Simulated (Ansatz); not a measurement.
Calculated with Ansatz (gas phase, PBE0-D4/def2-TZVP geometries, no zero-point term in ΔE). CBS: MP2 limit from def2 TZ/QZ plus the TZ coupled-cluster correction, frozen cores. This one scheme is used for every species. DFT in def2-TZVPP. B3LYP here is the variant with VWN-RPA as its local correlation; programs differ in this. Triplets are unrestricted, without spin–orbit coupling. For Ge outer-core shells are correlated without core-valence functions, which leaves a few kJ/mol of doubt a bond. Scalar relativity is left out up to krypton. One conformer a species, not always the lowest.

Consider the formal loss of a carbene: `C[O][GeH]([OH])[O]C` → `[CH2]` (triplet) + `C[O][GeH]([OH])[OH]`.

```json
{"level": "r2SCAN-D4", "ΔE (kcal/mol)": "85.7", "difference from CCSD(T)/CBS": "-4.9"}
{"level": "B3LYP-D4", "ΔE (kcal/mol)": "90.4", "difference from CCSD(T)/CBS": "-0.2"}
{"level": "ωB97M-V", "ΔE (kcal/mol)": "91.6", "difference from CCSD(T)/CBS": "1.0"}
{"level": "B2PLYP", "ΔE (kcal/mol)": "88.9", "difference from CCSD(T)/CBS": "-1.7"}
{"level": "PBE", "ΔE (kcal/mol)": "90.9", "difference from CCSD(T)/CBS": "0.3"}
{"level": "r2SCAN", "ΔE (kcal/mol)": "85.1", "difference from CCSD(T)/CBS": "-5.5"}
{"level": "B3LYP", "ΔE (kcal/mol)": "87.7", "difference from CCSD(T)/CBS": "-2.9"}
{"level": "HF/def2-TZVPP", "ΔE (kcal/mol)": "57.4", "difference from CCSD(T)/CBS": "-33.2"}
{"level": "MP2/def2-TZVPP", "ΔE (kcal/mol)": "90.3", "difference from CCSD(T)/CBS": "-0.3"}
{"level": "SCS-MP2/def2-TZVPP", "ΔE (kcal/mol)": "91.5", "difference from CCSD(T)/CBS": "0.9"}
{"level": "CCSD/def2-TZVPP", "ΔE (kcal/mol)": "85.8", "difference from CCSD(T)/CBS": "-4.8"}
{"level": "CCSD(T)/def2-TZVPP", "ΔE (kcal/mol)": "88.5", "difference from CCSD(T)/CBS": "-2.1"}
{"level": "SCS-MP2/def2-QZVPP", "ΔE (kcal/mol)": "93.0", "difference from CCSD(T)/CBS": "2.4"}
{"level": "HF/CBS(def2)", "ΔE (kcal/mol)": "57.4", "difference from CCSD(T)/CBS": "-33.2"}
{"level": "MP2/CBS(def2)", "ΔE (kcal/mol)": "92.4", "difference from CCSD(T)/CBS": "1.8"}
{"level": "CCSD/CBS(def2)", "ΔE (kcal/mol)": "87.9", "difference from CCSD(T)/CBS": "-2.7"}
{"level": "CCSD(T)/CBS", "ΔE (kcal/mol)": "90.6", "difference from CCSD(T)/CBS": "0"}
```

Largest T1 diagnostic among the species: 0.012.

From PBE to PBE0 (25 % exact exchange), in def2-TZVPP and without D4, ΔE moves by −2.2 kcal/mol. The D4 term adds +2.7 kcal/mol with B3LYP and +1.5 kcal/mol with PBE0; it sums over pairs of atoms, weighted by their polarisabilities, and B3LYP, whose exchange is more repulsive, gets the larger term. In def2-TZVPP, CCSD(T) changes the Hartree–Fock value by +31.1 kcal/mol (the triples alone add +2.6 kcal/mol) and MP2 by +32.9 kcal/mol.
